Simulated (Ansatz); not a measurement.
`F[CH]([AlH2])[SiH3]` + `OC(F)F` → `FC(F)O[SiH3]` + `F[CH2][AlH2]` at 700 K and 1 bar (ligand exchange at the Si–C bond).

Gas-phase electronic energies from Ansatz, PBE0-D4/def2-TZVP geometries. CBS: MP2 limit from def2 TZ/QZ plus the TZ coupled-cluster correction, frozen cores. One conformer a species, not always the lowest.

```tsv
species	CCSD(T)/CBS energy (Eh)	H − E (kJ/mol)	S (J/(mol·K))
`F[CH]([AlH2])[SiH3]`	-672.50092	228.6	469.0
`OC(F)F`	-314.01610	142.9	339.1
`FC(F)O[SiH3]`	-604.32648	207.5	436.7
`F[CH2][AlH2]`	-382.22364	163.2	371.5
```

H − E and S are ideal-gas, rigid-rotor, harmonic terms from PBE0-D4/def2-TZVP, for one conformer and one mirror image of each species. 1 Eh = 2625.50 kJ/mol, R = 8.31446 J/(mol·K).

Task: By hand: ΔE, ΔH, ΔS and ΔG.

Result: ΔE = (-604.32648) + (-382.22364) − (-672.50092) − (-314.01610) = -0.03310 Eh = -86.9 kJ/mol. Δ(H − E) = 207.5 + 163.2 − 228.6 − 142.9 = -0.8, so ΔH = -87.7 kJ/mol. ΔS = 436.7 + 371.5 − 469.0 − 339.1 = 0.1 J/(mol·K). ΔG = -87.7 − 700 × (0.1)/1000 = -87.8 kJ/mol.

Task: By hand: the equilibrium constant, and the temperature at which ΔG would vanish if ΔH and ΔS stayed fixed.

Result: log₁₀ K = −ΔG/(RT ln 10) = 6.6. ΔH and −TΔS have one sign here, so there is no such temperature.

The number of gas molecules stays the same, so ΔS is small and ΔH decides. A doubt of 5 kJ/mol in ΔE shifts log₁₀ K by 0.4 here. Other conformers and mirror images would add mixing entropy, several J/(mol·K) or more a flexible species. Modes under 60 cm⁻¹, often nearly free rotors, make the harmonic entropy too high. These are equilibria of isolated gas molecules and say nothing of rates. Largest T1 diagnostic: 0.012 (customary marks: 0.02 for closed shells, 0.045 for open ones).

ΔS is within the doubt of such terms, so its sign, and with it that verdict, could turn.
